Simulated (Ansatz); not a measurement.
`CO[Si](F)(Cl)SC` → `CS[SiH](F)Cl` + `C=O`  (β-hydride elimination)

Computed with Ansatz on PBE0-D4/def2-TZVP structures; ΔE is electronic, products minus reactants. CCSD(T)/CBS is the MP2 limit (def2-TZVPP, def2-QZVPP) plus CCSD(T) − MP2 in def2-TZVPP, frozen cores. This one scheme is used for every species. DFT in def2-TZVPP. B3LYP here is the variant with VWN-RPA as its local correlation; programs differ in this. Each species was taken in one conformer, which may not be the lowest.

`CO[Si](F)(Cl)SC`:

Z-matrix (Å, degrees):
```
C
O 1 1.417
H 1 1.094 2 111.3
H 1 1.093 2 110.7 3 121.5
H 1 1.090 2 107.6 3 -119.4
Si 2 1.611 1 126.2 3 -53.4
Cl 6 2.031 2 107.6 1 -174.1
F 6 1.592 2 111.1 1 -58.8
S 6 2.098 2 110.2 1 62.1
C 9 1.819 6 99.4 2 -173.0
H 10 1.089 9 110.7 6 -62.7
H 10 1.089 9 106.3 6 178.9
H 10 1.088 9 110.9 6 60.2
```

`CS[SiH](F)Cl`:

Cartesian coordinates in Å:
```
C 1.384 -0.627 0.222
S 0.257 -0.557 -1.204
Si -1.300 0.593 -0.404
F -0.820 2.070 -0.053
Cl -1.994 -0.177 1.357
H 2.227 -1.243 -0.088
H 1.744 0.367 0.483
H 0.894 -1.090 1.077
H -2.392 0.664 -1.390
```

`C=O`:

Z-matrix (Å, degrees):
```
C
O 1 1.195
H 1 1.109 2 122.0
H 1 1.109 2 122.0 3 -180.0
```

| level | ΔE (eV) |
| --- | --- |
| B3LYP | 2.03 |
| CCSD/def2-TZVPP | 2.22 |

What does CCSD(T)/CBS give? (An estimate is asked.)

Ansatz gave: +2.27 eV. The listed levels differ from it by -0.24, -0.05 eV.

Largest T1 diagnostic among the species: 0.015.

The D4 term adds +0.18 eV with B3LYP and +0.10 eV with PBE0; it sums over pairs of atoms, weighted by their polarisabilities, and B3LYP, whose exchange is more repulsive, gets the larger term. From PBE to PBE0 (25 % exact exchange), in def2-TZVPP and without D4, ΔE moves by +0.18 eV. In def2-TZVPP, CCSD(T) changes the Hartree–Fock value by +0.15 eV (the triples alone add −0.01 eV) and MP2 by +0.24 eV.
